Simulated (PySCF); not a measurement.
## Computed properties of cyclopenta-2,4-dien-1-one (C5H4O), SMILES O=C1C=CC=C1

cyclopenta-2,4-dien-1-one (C5H4O), SMILES C1=CC(=O)C=C1. Coordinates come from a PBE0-D3(BJ)/def2-SVP optimisation. Other conformers were not sampled. All values are computed for the isolated molecule unless a solvent is named; none is compared with measurement here.

**Structure.** The optimised structure has C2v symmetry. All 24 harmonic modes at PBE0-D3(BJ)/def2-SVP (PySCF) are real, so it is a minimum. With heavy atoms numbered as in [O:1]=[C:2]1[CH:3]=[CH:4][CH:5]=[CH:6]1, the shortest bond between them is O1–C2 at 1.205 Å and the longest C2–C3 at 1.506 Å.

**Vibrations.** The strongest infrared lines (harmonic, unscaled, degenerate partners summed) lie at 1876 cm⁻¹ (185 km/mol, C 64 %, O 36 %), 856 cm⁻¹ (71 km/mol, C 66 %, H 31 %), 1159 cm⁻¹ (39 km/mol, C 70 %, H 28 %). The softest mode is at 213 cm⁻¹ and the zero-point energy is 46.9 kcal/mol.

**Electronic structure.** B3LYP/def2-TZVP (PySCF) places the frontier levels at -6.95 and -3.10 eV, a gap of 3.85 eV, and gives a dipole moment of 3.26 D and a mean polarisability of 55.5 bohr³. PBE/def2-TZVP (PySCF) at the same geometry gives -6.01 and -3.86 eV, so its gap is 1.70 eV narrower. An orbital gap is neither the optical nor the fundamental gap.

**Excitations.** TDA-B3LYP/def2-SVPD (PySCF) has S1 at 2.76 eV (449 nm, f = 0.000, dark); the most intense of the 10 singlets computed lies at 6.06 eV (f = 0.11). T1 (TDA) is at 1.88 eV, 0.88 eV under S1. TDA-PBE/def2-SVPD (PySCF) puts S1 at 2.38 eV.

**NMR.** GIAO shifts at KT2/pcSseg-1 (PySCF) (non-relativistic, atoms alike by connectivity averaged): ¹³C from 115.9 to 197.4 ppm against TMS; ¹H from 5.3 to 7.1 ppm against TMS.

**Solvation.** SMD-PBE0/6-31G* (PySCF) gives -3.1 kcal/mol in water, -5.6 kcal/mol in benzene, -5.0 kcal/mol in n-hexane (1 M in both phases, gas-phase geometry); of these solvents benzene holds the molecule best.
